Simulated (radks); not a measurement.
Ho+, 66 electrons, occupied as [Xe] 4f10.5 6s1 6p0.5 (fractional occupations, a model configuration).

Calculated with a radial shooting solver on a logarithmic mesh with Libxc functionals: scalar-relativistic Kohn-Sham, BLYP, spin-polarised, spherical densities, finite nucleus; open shells are filled with parallel spins first (spin-orbit coupling, left out, can overturn this in heavy ions); Fermi nuclear charge, rms radius 5.2022 fm.

Energy parts (hartree):
| part | energy |
|---|---|
| total | -12615.7729 |
| kinetic | 13641.7807 |
| electron-nucleus | -30887.4556 |
| Hartree | 4900.6953 |
| exchange-correlation | -270.7933 |

Orbitals (lengths in bohr, moments of r in powers of bohr):
orbital	occ.	eigenvalue (hartree)	<r^2>	<r^4>
1s up	1	-2039.766	0.0005882	9.254e-07
1s down	1	-2039.765	0.0005882	9.254e-07
2s up	1	-341.5430	0.009170	0.0001447
2s down	1	-341.5414	0.009169	0.0001447
2p up	3	-302.6736	0.007440	0.0001095
2p down	3	-302.6723	0.007439	0.0001094
3s up	1	-76.62735	0.06041	0.005502
3s down	1	-76.57377	0.06036	0.005493
3p up	3	-64.74690	0.06075	0.005799
3p down	3	-64.69346	0.06068	0.005787
3d up	5	-49.65253	0.05076	0.004569
3d down	5	-49.61151	0.05068	0.004555
4s up	1	-15.51334	0.3036	0.1341
4s down	1	-15.39612	0.3038	0.1343
4p up	3	-11.60041	0.3439	0.1770
4p down	3	-11.48502	0.3441	0.1774
4d up	5	-6.31280	0.4116	0.2765
4d down	5	-6.19977	0.4126	0.2786
5s up	1	-2.24404	1.793	4.800
5s down	1	-2.18765	1.819	4.943
5p up	3	-1.32045	2.527	10.06
5p down	3	-1.27791	2.569	10.38
4f up	7	-0.55985	0.8718	2.333
4f down	3.5	-0.46036	0.9383	2.872
6s up	1	-0.38581	13.57	273.4
6s down	0	-0.35175	13.64	280.6
6p up	0.5	-0.23941	21.91	722.2

The highest occupied level is 6p up at -6.515 eV. The configuration is held as typed, so some empty levels lie below it. The electron density at the nucleus is 8.477e+05 e/bohr^3 (large components only). The density falls to 0.001 e/bohr^3 at r = 4.73 bohr.
